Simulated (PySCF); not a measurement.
# ECD: `CN(C)C1=CC=CC12CCC2`, C10H15N

Molfile (atoms numbered from 1):
```
C10H15N
     RDKit          3D

 26 27  0  0  0  0  0  0  0  0999 V2000
    1.6921   -1.3062   -0.0053 C   0  0  0  0  0  0  0  0  0  0  0  0
    1.4641    0.0895   -0.2845 N   0  0  0  0  0  0  0  0  0  0  0  0
    2.6511    0.8930   -0.4058 C   0  0  0  0  0  0  0  0  0  0  0  0
    0.3352    0.7345    0.1740 C   0  0  0  0  0  0  0  0  0  0  0  0
    0.2227    2.0601    0.4837 C   0  0  0  0  0  0  0  0  0  0  0  0
   -1.1809    2.3685    0.7315 C   0  0  0  0  0  0  0  0  0  0  0  0
   -1.9293    1.2600    0.5754 C   0  0  0  0  0  0  0  0  0  0  0  0
   -1.0444    0.0997    0.2181 C   0  0  0  0  0  0  0  0  0  0  0  0
   -1.4756   -0.7110   -1.0428 C   0  0  0  0  0  0  0  0  0  0  0  0
   -1.9389   -1.8780   -0.1497 C   0  0  0  0  0  0  0  0  0  0  0  0
   -1.3432   -1.1698    1.0831 C   0  0  0  0  0  0  0  0  0  0  0  0
    1.9850   -1.5008    1.0470 H   0  0  0  0  0  0  0  0  0  0  0  0
    2.5022   -1.6746   -0.6519 H   0  0  0  0  0  0  0  0  0  0  0  0
    0.8033   -1.9091   -0.2271 H   0  0  0  0  0  0  0  0  0  0  0  0
    2.4369    1.7902   -1.0065 H   0  0  0  0  0  0  0  0  0  0  0  0
    3.0479    1.2307    0.5739 H   0  0  0  0  0  0  0  0  0  0  0  0
    3.4371    0.3160   -0.9133 H   0  0  0  0  0  0  0  0  0  0  0  0
    1.0307    2.7890    0.5190 H   0  0  0  0  0  0  0  0  0  0  0  0
   -1.5499    3.3562    1.0153 H   0  0  0  0  0  0  0  0  0  0  0  0
   -3.0034    1.1557    0.7348 H   0  0  0  0  0  0  0  0  0  0  0  0
   -2.2446   -0.2238   -1.6582 H   0  0  0  0  0  0  0  0  0  0  0  0
   -0.6200   -0.9509   -1.6910 H   0  0  0  0  0  0  0  0  0  0  0  0
   -1.5129   -2.8636   -0.3921 H   0  0  0  0  0  0  0  0  0  0  0  0
   -3.0315   -1.9926   -0.1022 H   0  0  0  0  0  0  0  0  0  0  0  0
   -2.0425   -0.9785    1.9089 H   0  0  0  0  0  0  0  0  0  0  0  0
   -0.4535   -1.6506    1.5073 H   0  0  0  0  0  0  0  0  0  0  0  0
  1  2  1  0
  2  3  1  0
  2  4  1  0
  4  5  2  0
  5  6  1  0
  6  7  2  0
  7  8  1  0
  8  9  1  0
  9 10  1  0
 10 11  1  0
  8  4  1  0
 11  8  1  0
  1 12  1  0
  1 13  1  0
  1 14  1  0
  3 15  1  0
  3 16  1  0
  3 17  1  0
  5 18  1  0
  6 19  1  0
  7 20  1  0
  9 21  1  0
  9 22  1  0
 10 23  1  0
 10 24  1  0
 11 25  1  0
 11 26  1  0
M  END
```

Computed with TDDFT CAM-B3LYP/def2-SVP circular dichroism and optical rotation, one conformer, gas phase in PySCF. Geometry: PBE0-D3(BJ)/def2-SVP.

States above about 6.1 eV (minus the energy of the highest occupied orbital) lie near or above the ionisation threshold and depend on the basis. No stereocentre is labelled: unless the shape is locked (an allene, a helicene, a hindered biaryl), the mirror image is equally populated and a measured rotation or CD is zero.

**Question.** List the lowest 12 singlet excitations with oscillator and rotatory strengths.

**Answer.** Rotatory strengths R in 10⁻⁴⁰ esu² cm², velocity form and length form (origin at the centre of mass); f in length form.
| state | E (eV) | λ (nm) | f | R (velocity) | R (length) | main |
| --- | --- | --- | --- | --- | --- | --- |
| 1 | 4.20 | 295 | 0.137 | -8.1 | -7.6 | HOMO→LUMO 0.98 |
| 2 | 6.03 | 206 | 0.013 | +35.8 | +35.5 | HOMO→LUMO+1 0.90 |
| 3 | 6.54 | 190 | 0.004 | -9.2 | -9.5 | HOMO→LUMO+2 0.60, HOMO→LUMO+3 0.18 |
| 4 | 6.69 | 185 | 0.033 | +37.6 | +38.2 | HOMO−1→LUMO 0.49, HOMO→LUMO+2 0.21 |
| 5 | 6.76 | 183 | 0.023 | -11.0 | -9.7 | HOMO→LUMO+3 0.56, HOMO−1→LUMO 0.14 |
| 6 | 6.89 | 180 | 0.0003 | +1.3 | +1.1 | HOMO→LUMO+4 0.69, HOMO→LUMO+3 0.16 |
| 7 | 7.05 | 176 | 0.039 | +31.7 | +33.4 | HOMO−2→LUMO 0.40, HOMO→LUMO+5 0.27 |
| 8 | 7.29 | 170 | 0.012 | +16.2 | +13.5 | HOMO−3→LUMO 0.70, HOMO→LUMO+6 0.11 |
| 9 | 7.34 | 169 | 0.004 | -4.9 | -5.2 | HOMO→LUMO+6 0.48, HOMO−3→LUMO 0.18 |
| 10 | 7.48 | 166 | 0.012 | -4.1 | -4.1 | HOMO−4→LUMO 0.80 |
| 11 | 7.68 | 161 | 0.317 | +19.3 | +23.0 | HOMO−2→LUMO 0.38, HOMO→LUMO+5 0.29 |
| 12 | 7.83 | 158 | 0.087 | -111.9 | -117.7 | HOMO→LUMO+7 0.71 |

Among the states computed, the strongest CD band (largest |R|) is state 12. The largest dissymmetry factor in size, g = 4R/(D+G), with D and G the electric and magnetic dipole strengths, is +0.044 for state 6 (velocity form, f = 0.0003), among bands with |R| over 0.5. The mirror image has the same energies and oscillator strengths and all R with the opposite sign.
